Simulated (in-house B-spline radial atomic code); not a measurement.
Inner levels of dysprosium as electrons are removed. A shift is the extra binding of the orbital against the neutral atom ([Xe] 4f10 6s2). The density at the nucleus is averaged over the nuclear charge. Computed with a radial B-spline atomic code at the basis-set limit: Dirac-Hartree-Fock, average of the configuration, finite nuclei.

| ion | configuration | shift of 2p3/2 (eV) | shift of 2p1/2 (eV) | shift of 2s1/2 (eV) | radius of 2p3/2 (bohr) | radius of 2p1/2 (bohr) | radius of 2s1/2 (bohr) | Σ<r²> (bohr²) | change of density at nucleus (bohr⁻³) |
| --- | --- | --- | --- | --- | --- | --- | --- | --- | --- |
| Dy28+ | [Kr] 4d2 | 986.79 | 987.08 | 986.55 | 0.081419 | 0.07442 | 0.089099 | 3.8942 | 688.02 |
| Dy29+ | [Kr] 4d1 | 1047.91 | 1048.35 | 1047.55 | 0.081404 | 0.074408 | 0.089087 | 3.5614 | 823.04 |
| Dy30+ | [Ar] 3d10 4s2 4p6 | 1110.18 | 1110.8 | 1109.71 | 0.081389 | 0.074396 | 0.089074 | 3.2402 | 962.17 |
| Dy31+ | [Ar] 3d10 4s2 4p5 | 1173.63 | 1174.65 | 1172.93 | 0.081375 | 0.074385 | 0.089056 | 2.9361 | 1085.99 |
| Dy32+ | [Ar] 3d10 4s2 4p4 | 1237.99 | 1239.42 | 1237.04 | 0.081358 | 0.07437 | 0.089038 | 2.6401 | 1212.12 |
| Dy33+ | [Ar] 3d10 4s2 4p3 | 1303.24 | 1305.1 | 1302.03 | 0.08134 | 0.074355 | 0.089018 | 2.3516 | 1340.59 |
| Dy34+ | [Ar] 3d10 4s2 4p2 | 1369.38 | 1371.69 | 1367.91 | 0.081322 | 0.07434 | 0.088998 | 2.0706 | 1471.35 |
| Dy35+ | [Ar] 3d10 4s2 4p1 | 1436.42 | 1439.19 | 1434.66 | 0.081303 | 0.074324 | 0.088978 | 1.7966 | 1604.4 |
| Dy36+ | [Ar] 3d10 4s2 | 1504.34 | 1507.59 | 1502.29 | 0.081283 | 0.074307 | 0.088956 | 1.5296 | 1739.72 |
| Dy37+ | [Ar] 3d10 4s1 | ? | ? | ? | ? | ? | ? | ? | ? |
| Dy38+ | [Ar] 3d10 | 1643.18 | 1647.31 | 1638.42 | 0.081243 | 0.074272 | 0.088945 | 1.0354 | -3636 |
| Dy39+ | [Ar] 3d9 | 1776.34 | 1781.29 | 1771.12 | 0.081166 | 0.074214 | 0.088882 | 0.97142 | -3305.13 |
| Dy40+ | [Ar] 3d8 | 1911.64 | 1917.46 | 1905.91 | 0.081087 | 0.074154 | 0.088817 | 0.90966 | -2965.8 |
| Dy41+ | [Ar] 3d7 | 2049.05 | 2055.79 | 2042.77 | 0.081004 | 0.074091 | 0.08875 | 0.85006 | -2618 |
| Dy42+ | [Ar] 3d6 | ? | ? | ? | ? | ? | ? | ? | ? |
| Dy43+ | [Ar] 3d5 | 2330.21 | 2338.92 | 2322.69 | 0.080831 | 0.073959 | 0.088607 | 0.73692 | -1896.86 |
| Dy44+ | [Ar] 3d4 | 2473.93 | 2483.71 | 2465.73 | 0.08074 | 0.073888 | 0.088532 | 0.68321 | -1523.48 |
| Dy45+ | [Ar] 3d3 | ? | ? | ? | ? | ? | ? | ? | ? |
| Dy46+ | [Ar] 3d2 | 2767.63 | 2779.7 | 2757.9 | 0.08055 | 0.073741 | 0.088373 | 0.58111 | -750.98 |
| Dy47+ | [Ar] 3d1 | 2917.6 | 2930.88 | 2907.02 | 0.08045 | 0.073664 | 0.08829 | 0.53256 | -351.8 |

Task: Fill in the row of Dy37+.

Result: shift of 2p3/2 (eV): 1573.35; shift of 2p1/2 (eV): 1577.03; shift of 2s1/2 (eV): 1569.97; radius of 2p3/2 (bohr): 0.081263; radius of 2p1/2 (bohr): 0.07429; radius of 2s1/2 (bohr): 0.088952; Σ<r²> (bohr²): 1.2797; change of density at nucleus (bohr⁻³): -907.04.

Task: Fill in the row of Dy42+.

Result: shift of 2p3/2 (eV): 2188.58; shift of 2p1/2 (eV): 2196.28; shift of 2s1/2 (eV): 2181.7; radius of 2p3/2 (bohr): 0.080919; radius of 2p1/2 (bohr): 0.074026; radius of 2s1/2 (bohr): 0.08868; Σ<r²> (bohr²): 0.79251; change of density at nucleus (bohr⁻³): -2261.7.

Task: Fill in the row of Dy45+.

Result: shift of 2p3/2 (eV): 2619.74; shift of 2p1/2 (eV): 2630.64; shift of 2s1/2 (eV): 2610.8; radius of 2p3/2 (bohr): 0.080646; radius of 2p1/2 (bohr): 0.073816; radius of 2s1/2 (bohr): 0.088454; Σ<r²> (bohr²): 0.6313; change of density at nucleus (bohr⁻³): -1141.53.
